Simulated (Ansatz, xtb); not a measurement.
Two isomers of Cl3GaH4OSi

Structure a: `Cl[SiH2][OH+][GaH-]([Cl])[Cl]`, a singlet. Structure b: `[SiH3][OH+][Ga-]([Cl])([Cl])[Cl]`, a singlet. Both are isolated molecules in the gas phase, relaxed with PBE0-D4/def2-SVP; the shapes shown needn't be the lowest conformers.

a (Å):

```xyz
10

Cl    1.9856   -1.8987   -0.8122
Cl    1.7930    3.9158   -0.5287
Cl   -1.4333    2.2011   -0.5953
Ga    0.3714    2.6670    0.5496
O     1.3604    0.9328   -0.0442
Si    0.5661   -0.4126   -0.7577
H     0.1719   -0.1072   -2.1478
H    -0.5118   -0.7707    0.1820
H     2.1737    1.2439   -0.4754
H     0.3130    2.6749    2.0976
```

b (Å):

```xyz
10

Cl    3.3937   -0.5502    2.9607
Cl    2.7847   -0.7821   -0.6761
Cl    0.1825   -1.8690    1.6603
Ga    2.0046   -0.7588    1.3201
O     1.2159    1.1030    1.5328
Si   -0.4358    1.5475    1.2623
H    -0.8028    0.8742   -0.0024
H    -0.4219    3.0295    1.1343
H    -1.2612    1.1276    2.4216
H     1.7207    1.5711    2.2150
```

Which of the two would you expect CCSD(T)/def2-SVP + ΔMP2/def2-TZVPP electronic energies to favour?

Structure b; the calculation gives E(b) − E(a) = −3.7 kcal/mol.

How the difference moves with the method:

```csv
level,geometry,E(b) − E(a) (kcal/mol),departure from the last row (kcal/mol),"job, with rough time for the two"
PBE0-D4/def2-SVP,PBE0-D4/def2-SVP,−4.3,−0.6,"optimisation, 4.6 min"
HF/def2-SVP,PBE0-D4/def2-SVP,−8.3,−4.6,part of the CCSD(T) run
MP2/def2-SVP,PBE0-D4/def2-SVP,−7.6,−3.9,part of the CCSD(T) run
CCSD(T)/def2-SVP,PBE0-D4/def2-SVP,−7.7,−4.0,single point
CCSD(T)/def2-SVP + ΔMP2/def2-TZVPP,PBE0-D4/def2-SVP,−3.7,,"single point, 98 s"
```

As drawn, b has 1 Cl–Ga, 1 Si–H in place of 1 Cl–Si, 1 Ga–H.

The levels shown agree on the order. The largest departure from CCSD(T)/def2-SVP + ΔMP2/def2-TZVPP is that of HF/def2-SVP, 4.6 kcal/mol. A small imaginary or near-zero mode remains, so no thermal terms are given. Levels run at GFN2-xTB geometries aren't shown. The last row adds to CCSD(T) the change of the MP2 difference between the two basis sets, here +4.0 kcal/mol, a large step that makes the value less sure.

The correlated steps freeze 30 core orbitals; the filled d shell of Ga is correlated, in a basis made for valence electrons. Programs: Ansatz 0.2.0, xtb 6.7.1; the last row on 2 threads of AMD EPYC 7R43 64-Core Processor (Zen 3) on a shared host.
